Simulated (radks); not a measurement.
Results of a calculation; reference values are marked as such.
Q: These are the eigenvalues of the occupied orbitals of an atom or ion with whole-number occupations (eV). Code: a radial shooting solver on a logarithmic mesh with Libxc functionals. Model: scalar-relativistic Kohn-Sham, r2SCAN, spin-polarised, spherical densities, finite nucleus; meta-GGA in the generalised Kohn-Sham scheme; Fermi nuclear charge, rms radius of each element as measured or else 0.836 A^(1/3) + 0.57 fm.

| orbital | eigenvalue |
|---|---|
| 1s | -3394.487 |
| 2s | -724.5948 |

Which element is it, and in what charge state? The configuration may be excited. Open shells, if any, are filled with parallel spins first.

A: Z = 17, chlorine, charge +13: Cl13+ in [He] 2s2. The 1s level, -124.75 hartree, gives Z - s = 15.8 by -(Z - s)^2/2, which with screening and relativity narrows Z to a few neighbours, and with so few levels the electron count can be read from the list.
